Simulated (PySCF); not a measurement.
## C3H18B3N3: core ionisation energies

Compound: (H2B-mu-NHMe)3, C3H18B3N3.
Bonds: B1–N4, B1–N14, N4–C5, N4–B6, B6–N9, N9–C10, N9–B11, B11–N14, N14–C15. Hydrogens: H2, H3 on B1; H16 on N4; H17, H18, H19 on C5; H7, H8 on B6; H20 on N9; H21, H22, H23 on C10; H12, H13 on B11; H24 on N14; H25, H26, H27 on C15.

Method used: delta-SCF UKS SCAN, pcX-2 on the ionised atom, pcseg-1 elsewhere, spin-free X2C in PySCF 2.14.0. Vertical ΔSCF values, vacuum level as zero.

Problem. What binding energy does each computed site have?

Solution. 
```
   atom(s)     bonded to  level  binding energy (eV)  count
 B1/B6/B11   2 N and 2 H   B 1s               194.46      3
 N4/N9/N14  C, H and 2 B   N 1s               405.77      3
C5/C10/C15     N and 3 H   C 1s               291.58      3
```

Problem. Which photon energy gives electrons from N 1s of N4/N9/N14 a kinetic energy of 100 eV, and what is their de Broglie wavelength?

Solution. hν = 405.77 + 100 = 505.77 eV, recoil neglected; λ = 12.264 Å/√(E/eV) = 1.23 Å.

Topologically equivalent atoms share the value of their first member; where this conformer doesn't relate them by symmetry, their own values could differ. One conformer (not necessarily the lowest) at the PBE0-D3(BJ)/def2-SVP geometry, without solvent, vibrations or thermal averaging.

Time: 1.9 min of wall time; peak memory 1.1 GiB. Hardware: one thread, Intel Xeon at 2.70 GHz (x86_64), no GPU, shared host with 64 logical CPUs at a one-minute load of 63.
